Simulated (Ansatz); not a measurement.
Steps of a relaxation of H3O3SSi (`O[Si](O)(O)[S]`) radical with UKS PBE0-D4/def2-TZVP.

```sh
$ ansatz run in.yaml --threads 2 --pin off --events-out ev --progress --plain --max-ram 32768MiB --backend cuda --devices 0, --max-vram 18GiB
```

```yaml
crystal:
  periodic: [false, false, false]
  atoms:
    - {symbol: O, position_ang: [-1.470560, -0.100520, 0.578890]}
    - {symbol: Si, position_ang: [0.037680, 0.096490, 0.035870]}
    - {symbol: O, position_ang: [0.973580, -1.093470, 0.597820]}
    - {symbol: O, position_ang: [0.037180, 0.063860, -1.578920]}
    - {symbol: S, position_ang: [0.800920, 1.990250, 0.713990]}
    - {symbol: H, position_ang: [-2.188010, 0.393050, 0.193310]}
    - {symbol: H, position_ang: [0.953410, -1.335330, 1.519080]}
    - {symbol: H, position_ang: [0.855820, -0.014330, -2.060040]}
basis:
  gaussian: {orbitals: def2-TZVP}
magnetization: {spin_polarized: true, initial_magnetization: 1}
hamiltonian: {xc: pbe0, dispersion: d4}
relax: {f_tol: 0.005, max_steps: 150}
```

Positions (Å) and forces (eV/Å) along the path, 18 of 28 steps:

```xyz
8
step=1 energy=-24896.8725 eV
O    -1.471   -0.101    0.579   -0.125   -0.089    0.246
Si    0.038    0.096    0.036    0.312    0.580    0.167
O     0.974   -1.093    0.598    0.219   -0.299   -0.273
O     0.037    0.064   -1.579   -0.268   -0.214   -0.247
S     0.801    1.990    0.714   -0.141   -0.198    0.091
H    -2.188    0.393    0.193   -0.206    0.153   -0.143
H     0.953   -1.335    1.519   -0.002    0.048    0.262
H     0.856   -0.014   -2.060    0.210    0.019   -0.103
8
step=2 energy=-24896.8960 eV
O    -1.466   -0.078    0.581   -0.227   -0.005    0.092
Si    0.045    0.099    0.026    0.188    0.340    0.225
O     0.977   -1.098    0.590    0.153   -0.300   -0.137
O     0.030    0.036   -1.593   -0.074   -0.091   -0.144
S     0.773    1.971    0.770   -0.073   -0.116   -0.025
H    -2.185    0.413    0.183   -0.028    0.030   -0.061
H     0.977   -1.313    1.522    0.001    0.117    0.054
H     0.850   -0.031   -2.080    0.059    0.026   -0.004
8
step=3 energy=-24896.9085 eV
O    -1.472   -0.056    0.582   -0.140    0.038   -0.016
Si    0.049    0.097    0.026   -0.008    0.043    0.156
O     0.975   -1.117    0.581    0.034   -0.207    0.042
O     0.024    0.016   -1.596    0.058   -0.008   -0.048
S     0.750    1.952    0.802    0.002    0.009   -0.029
H    -2.185    0.433    0.166    0.096   -0.043   -0.010
H     1.013   -1.290    1.525    0.004    0.150   -0.155
H     0.847   -0.035   -2.086   -0.046    0.019    0.062
8
step=5 energy=-24896.9228 eV
O    -1.496   -0.034    0.580   -0.002    0.017   -0.037
Si    0.037    0.080    0.037   -0.091   -0.081   -0.020
O     0.942   -1.166    0.567    0.020   -0.030    0.426
O     0.014    0.006   -1.588    0.028    0.043    0.018
S     0.748    1.918    0.833    0.040    0.026    0.005
H    -2.185    0.451    0.121    0.076   -0.042    0.001
H     1.097   -1.225    1.519   -0.038    0.067   -0.432
H     0.842   -0.030   -2.068   -0.034   -0.001    0.039
8
step=6 energy=-24896.9279 eV
O    -1.508   -0.031    0.576   -0.012    0.019   -0.016
Si    0.027    0.073    0.042   -0.013   -0.023   -0.004
O     0.923   -1.180    0.570    0.053    0.004    0.390
O     0.007    0.012   -1.583   -0.017    0.024    0.001
S     0.769    1.900    0.844    0.012   -0.009    0.003
H    -2.188    0.446    0.097    0.032   -0.026   -0.005
H     1.133   -1.192    1.513   -0.055    0.015   -0.377
H     0.838   -0.027   -2.058    0.000   -0.003    0.010
8
step=8 energy=-24896.9330 eV
O    -1.523   -0.009    0.574   -0.047    0.057   -0.032
Si    0.017    0.072    0.053    0.004   -0.004    0.021
O     0.896   -1.193    0.582    0.039    0.026    0.101
O    -0.009    0.024   -1.573   -0.008    0.005   -0.009
S     0.805    1.872    0.874   -0.006   -0.019   -0.005
H    -2.196    0.420    0.041    0.042   -0.043    0.022
H     1.189   -1.151    1.496   -0.025   -0.020   -0.100
H     0.821   -0.035   -2.046    0.000   -0.002    0.001
8
step=9 energy=-24896.9344 eV
O    -1.529    0.016    0.579   -0.112    0.099   -0.100
Si    0.014    0.076    0.061   -0.001   -0.001    0.023
O     0.886   -1.195    0.587    0.037    0.022    0.031
O    -0.021    0.034   -1.565    0.000   -0.011   -0.010
S     0.830    1.859    0.890   -0.003   -0.005    0.002
H    -2.201    0.388    0.000    0.109   -0.081    0.090
H     1.214   -1.137    1.488   -0.022   -0.024   -0.039
H     0.807   -0.042   -2.040   -0.009    0.001    0.004
8
step=13 energy=-24896.9384 eV rejected
O    -1.530    0.166    0.573   -0.304    0.036    0.108
Si    0.018    0.129    0.093    0.156   -0.036   -0.077
O     0.884   -1.151    0.631   -0.046    0.095    0.012
O    -0.091    0.025   -1.529    0.513    0.062   -0.320
S     1.074    1.830    0.823   -0.150   -0.136   -0.030
H    -2.194    0.062   -0.119    0.229    0.025    0.187
H     1.111   -1.187    1.563   -0.053    0.019   -0.053
H     0.726    0.126   -2.034   -0.346   -0.065    0.174
8
step=14 energy=-24896.9463 eV
O    -1.524    0.187    0.595   -0.019   -0.102   -0.053
Si    0.019    0.108    0.079    0.004    0.159    0.022
O     0.893   -1.169    0.598   -0.054   -0.017   -0.043
O    -0.063    0.024   -1.548    0.005   -0.019    0.081
S     0.946    1.842    0.877    0.054   -0.001   -0.001
H    -2.202    0.157   -0.085    0.049   -0.030    0.047
H     1.168   -1.184    1.517   -0.052    0.031   -0.012
H     0.763    0.034   -2.033    0.013   -0.021   -0.042
8
step=16 energy=-24896.9530 eV
O    -1.520    0.175    0.597    0.090    0.020    0.031
Si    0.024    0.131    0.079   -0.058    0.015   -0.022
O     0.891   -1.152    0.593    0.024    0.005    0.047
O    -0.064    0.040   -1.547    0.003    0.028    0.055
S     0.987    1.847    0.875   -0.009   -0.032   -0.020
H    -2.195    0.111   -0.080   -0.036   -0.027   -0.033
H     1.121   -1.183    1.525   -0.028   -0.001   -0.042
H     0.756    0.031   -2.042    0.014   -0.007   -0.018
8
step=19 energy=-24896.9563 eV
O    -1.507    0.211    0.601   -0.041   -0.001   -0.062
Si    0.031    0.159    0.071    0.000   -0.021    0.029
O     0.898   -1.125    0.590    0.012   -0.029    0.019
O    -0.060    0.061   -1.553    0.000    0.018    0.028
S     1.024    1.856    0.858    0.005    0.012   -0.012
H    -2.184    0.015   -0.051    0.033    0.001    0.047
H     1.041   -1.215    1.535   -0.015    0.024   -0.048
H     0.757    0.037   -2.052    0.008   -0.004   -0.002
8
step=21 energy=-24896.9571 eV
O    -1.510    0.230    0.597   -0.025   -0.005   -0.038
Si    0.029    0.166    0.072    0.000   -0.003    0.005
O     0.888   -1.126    0.582    0.014   -0.015    0.009
O    -0.057    0.077   -1.553    0.017    0.005   -0.002
S     1.029    1.857    0.864   -0.003    0.001    0.001
H    -2.185   -0.011   -0.043    0.025    0.008    0.034
H     1.043   -1.212    1.525   -0.011    0.012   -0.018
H     0.763    0.019   -2.045   -0.017   -0.003    0.010
8
step=22 energy=-24896.9573 eV
O    -1.510    0.241    0.595   -0.023   -0.011   -0.031
Si    0.029    0.172    0.071   -0.002    0.002    0.009
O     0.885   -1.124    0.578    0.010   -0.011   -0.014
O    -0.055    0.085   -1.554    0.021    0.000   -0.008
S     1.030    1.860    0.869   -0.001    0.000    0.002
H    -2.183   -0.027   -0.035    0.020    0.012    0.028
H     1.038   -1.214    1.520   -0.006    0.010    0.005
H     0.766    0.007   -2.043   -0.019   -0.002    0.008
8
step=23 energy=-24896.9542 eV rejected
O    -1.505    0.237    0.584   -0.124    0.060    0.200
Si    0.034    0.176    0.077    0.017   -0.194   -0.188
O     0.890   -1.127    0.574   -0.029    0.093   -0.005
O    -0.056    0.082   -1.546    0.049    0.042   -0.081
S     1.032    1.860    0.873    0.029    0.053    0.043
H    -2.187   -0.025   -0.037    0.025   -0.013   -0.045
H     1.035   -1.208    1.517    0.033   -0.037    0.072
H     0.759    0.005   -2.043    0.000   -0.004    0.004
8
step=24 energy=-24896.9574 eV
O    -1.510    0.242    0.594    0.014    0.004    0.014
Si    0.029    0.173    0.071   -0.004    0.000   -0.004
O     0.887   -1.123    0.575    0.003   -0.005   -0.004
O    -0.054    0.088   -1.554   -0.001    0.002    0.005
S     1.029    1.860    0.872   -0.001    0.001    0.003
H    -2.184   -0.028   -0.033   -0.014   -0.004   -0.011
H     1.037   -1.213    1.518   -0.001    0.004    0.002
H     0.765    0.001   -2.043    0.004   -0.003   -0.004
8
step=25 energy=-24896.9574 eV
O    -1.511    0.243    0.594    0.001    0.000   -0.003
Si    0.028    0.175    0.070   -0.001   -0.004    0.008
O     0.888   -1.122    0.570   -0.002   -0.001    0.002
O    -0.052    0.094   -1.554   -0.001    0.000   -0.005
S     1.024    1.860    0.880   -0.001    0.003    0.003
H    -2.186   -0.025   -0.033    0.005    0.001    0.002
H     1.042   -1.210    1.513    0.000    0.002   -0.003
H     0.766   -0.014   -2.040    0.000   -0.001   -0.004
8
step=27 energy=-24896.9574 eV
O    -1.511    0.245    0.593    0.000    0.001    0.003
Si    0.028    0.176    0.071    0.001    0.003   -0.007
O     0.887   -1.123    0.567    0.000    0.002    0.001
O    -0.052    0.098   -1.554    0.005   -0.003    0.001
S     1.020    1.861    0.887    0.000   -0.002    0.002
H    -2.186   -0.024   -0.033    0.000   -0.001   -0.002
H     1.047   -1.209    1.509    0.001   -0.001    0.001
H     0.766   -0.025   -2.039   -0.006    0.001    0.002
8
step=28 energy=-24896.9574 eV
O    -1.511    0.245    0.593    0.000   -0.001   -0.001
Si    0.029    0.176    0.071   -0.002    0.001    0.004
O     0.888   -1.123    0.568    0.000   -0.002   -0.001
O    -0.052    0.098   -1.554    0.000   -0.001   -0.002
S     1.020    1.861    0.888    0.001    0.001    0.000
H    -2.185   -0.024   -0.035    0.000    0.000    0.001
H     1.047   -1.209    1.509    0.000    0.001    0.000
H     0.764   -0.026   -2.040    0.001    0.000   -0.001
```

Run time 110 s (2 threads of an AMD EPYC 7R13 on a shared host and a share of an NVIDIA H100 80 GB); peak host memory 0.85 GiB.
